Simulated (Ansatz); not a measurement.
**Molecular dynamics of CH₄NSe, charge -1**

Input:

```yaml
crystal:
  periodic: [false, false, false]
  atoms:
    - { symbol: "N", position_ang: [-0.353914, 0.185801, -0.706183] }
    - { symbol: C, position_ang: [0.782298, 0.465827, 0.9127] }
    - { symbol: Se, position_ang: [1.090398, -1.412313, 1.236234] }
    - { symbol: H, position_ang: [-0.881917, 0.881178, -1.246979] }
    - { symbol: H, position_ang: [-0.920629, -0.632698, -0.4609] }
    - { symbol: H, position_ang: [-0.139348, 0.688489, 1.519199] }
    - { symbol: H, position_ang: [0.423121, -0.176284, -1.254072] }
total_charge: -1
basis:
  gaussian: { orbitals: def2-SVP }
hamiltonian:
  xc: pbe0
  dispersion: d4
md:
  timestep: 0.5
  n_steps: 200
  ensemble: nve
  temperature: 300.0
  initial_velocities: maxwell_boltzmann
  seed: 7787
```

Command:

```bash
$ ansatz run input.yaml --threads 1 --pin off --max-ram 2048MiB --backend cpu --events-out ev --progress --plain --runs-dir out
```

It starts at the highest image of a converged band. Of that band: The profile has 2 maxima (images 2, 7) with wells between them (image 4): this band takes more than one step, which may be the mechanism or a detour left from its start path. Neighbouring images differ by up to 2.4 eV, so the band resolves the path poorly. A vibrational analysis at the climbing image gives one clearly imaginary mode, 340i cm⁻¹: a first-order saddle point.

Output, in part (step lines, the closing report, with atoms numbered from 0):

```
md step     0: t =     0.00 fs  T =   300.0 K  F+E_penalty+E_count = -67918.20322785 eV  E_kin = 0.193890 eV  conserved = -67918.00933785 eV  (26 SCF iters)
md step     1: t =     0.50 fs  T =   295.3 K  F+E_penalty+E_count = -67918.20015889 eV  E_kin = 0.190870 eV  conserved = -67918.00928847 eV  (28 SCF iters)
md step     2: t =     1.00 fs  T =   282.8 K  F+E_penalty+E_count = -67918.19186980 eV  E_kin = 0.182750 eV  conserved = -67918.00912004 eV  (28 SCF iters)
md step     3: t =     1.50 fs  T =   266.4 K  F+E_penalty+E_count = -67918.18104446 eV  E_kin = 0.172148 eV  conserved = -67918.00889666 eV  (26 SCF iters)
md step     4: t =     2.00 fs  T =   251.4 K  F+E_penalty+E_count = -67918.17118702 eV  E_kin = 0.162472 eV  conserved = -67918.00871499 eV  (26 SCF iters)
md step     5: t =     2.50 fs  T =   242.1 K  F+E_penalty+E_count = -67918.16514122 eV  E_kin = 0.156489 eV  conserved = -67918.00865252 eV  (26 SCF iters)
md step     6: t =     3.00 fs  T =   240.1 K  F+E_penalty+E_count = -67918.16389283 eV  E_kin = 0.155167 eV  conserved = -67918.00872614 eV  (26 SCF iters)
md step     7: t =     3.50 fs  T =   243.6 K  F+E_penalty+E_count = -67918.16631267 eV  E_kin = 0.157429 eV  conserved = -67918.00888358 eV  (26 SCF iters)
[... lines left out ...]
Total energy: -67918.58569699 eV, -2495.9619874935 hartree
Atom 0 at    -1.309577     0.631854    -1.905984 Å, force     1.049663     0.259118     0.469692 eV/Å
Atom 1 at     1.399391     0.294963     1.520985 Å, force     0.458361     0.558965     0.869797 eV/Å
Atom 2 at     1.181421    -1.490348     1.374068 Å, force    -0.189182    -0.701700    -0.175830 eV/Å
Atom 3 at    -1.037028     1.306169    -1.175805 Å, force    -0.115331    -0.386402    -0.512125 eV/Å
Atom 4 at    -1.917036    -0.042560    -1.481521 Å, force    -0.373100    -0.412188     0.279284 eV/Å
Atom 5 at     2.006186     0.374031     2.514930 Å, force    -0.373509     0.190790    -0.696782 eV/Å
Atom 6 at    -1.775385     1.074292    -2.674725 Å, force    -0.456902     0.491417    -0.234034 eV/Å
Dipole moment:    -0.666925    -0.159664    -0.321983 e Å
```

The steps, from the saved trajectory:

| time (fs) | T (K) | potential energy less start (eV) | conserved less start (meV/atom) |
| --- | --- | --- | --- |
| 0.0 | 300 | 0.000 | 0.00 |
| 3.0 | 240 | 0.039 | 0.09 |
| 6.0 | 239 | 0.040 | 0.05 |
| 9.0 | 233 | 0.044 | 0.05 |
| 12.0 | 246 | 0.035 | 0.07 |
| 15.0 | 265 | 0.023 | 0.07 |
| 18.0 | 336 | -0.023 | 0.03 |
| 21.0 | 365 | -0.041 | 0.10 |
| 24.0 | 459 | -0.102 | 0.03 |
| 27.0 | 522 | -0.143 | 0.07 |
| 30.0 | 655 | -0.229 | 0.06 |
| 33.0 | 783 | -0.312 | 0.05 |
| 36.0 | 920 | -0.401 | 0.04 |
| 39.0 | 1060 | -0.490 | 0.08 |
| 42.0 | 1251 | -0.615 | 0.01 |
| 45.0 | 1332 | -0.667 | 0.06 |
| 48.0 | 1425 | -0.727 | 0.05 |
| 51.0 | 1482 | -0.764 | 0.02 |
| 54.0 | 1469 | -0.755 | 0.05 |
| 57.0 | 1462 | -0.751 | 0.06 |
| 60.0 | 1514 | -0.784 | 0.03 |
| 63.0 | 1530 | -0.794 | 0.07 |
| 66.0 | 1542 | -0.803 | 0.02 |
| 69.0 | 1508 | -0.780 | 0.05 |
| 72.0 | 1466 | -0.753 | 0.07 |
| 75.0 | 1418 | -0.722 | 0.04 |
| 78.0 | 1416 | -0.721 | 0.03 |
| 81.0 | 1356 | -0.682 | 0.08 |
| 84.0 | 1315 | -0.656 | 0.01 |
| 87.0 | 1201 | -0.581 | 0.08 |
| 90.0 | 1168 | -0.561 | 0.03 |
| 93.0 | 1065 | -0.494 | 0.05 |
| 96.0 | 972 | -0.434 | 0.07 |
| 99.0 | 921 | -0.401 | 0.04 |

All steps were run. The conserved energy stayed within 0.1 meV per atom of its start (net change 0.083 meV per atom), so the integration is sound. The system heated up, since it started high on the potential surface and ran downhill. A run of 0.1 ps of so small a system gives no equilibrium averages. The orbitals stay closed-shell, which can raise the energy where a bond breaks towards radicals; this wasn't checked here. Limits of this set-up: an anion without diffuse functions, the dipole of an ion depends on the origin.

The step under study would form N1–H7 and break C2–H7. These pairs go: N1–H7 1.02 → 1.00 Å, C2–H7 2.29 → 5.32 Å. In the last frame they stand as after the step (other bonds may differ from the relaxed reactants and products). It ends as CHSe + H3N (total charge -1). Pairs count as bonded within 1.25 times the sum of covalent radii (0.12 Å more for H–H).

Last frame:

```xyz
7
Properties=species:S:1:pos:R:3
N -1.310 0.632 -1.906
C 1.399 0.295 1.521
Se 1.181 -1.490 1.374
H -1.037 1.306 -1.176
H -1.917 -0.043 -1.482
H 2.006 0.374 2.515
H -1.775 1.074 -2.675
```

Time of the run: 4.9 min on 1 thread of Intel(R) Xeon(R) 6975P-C (Granite Rapids), on a shared host, peak memory 0.2 GiB.
